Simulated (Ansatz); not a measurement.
## Ansatz (development build ahead of 0.2.0) run

```yaml
crystal:
  periodic: [false, false, false]
  atoms:
    - { symbol: Yb, position_ang: [0.0, 0.0, 0.0] }
    - { symbol: S, position_ang: [0.0, 0.0, 2.276] }
basis:
  gaussian: { orbitals: def2-TZVPP }
magnetization:
  spin_polarized: true
hamiltonian:
  xc: pbe
```

The input is written out in the form of the current development build from the run's settings. The basis set brings a core potential for Yb, so the total leaves out those core electrons.

Output:

```yaml
Converged: yes
Total_energy: -1557.68619 hartree
Spin_squared_of_the_determinant: 0.000
Stability_test: minimum
```
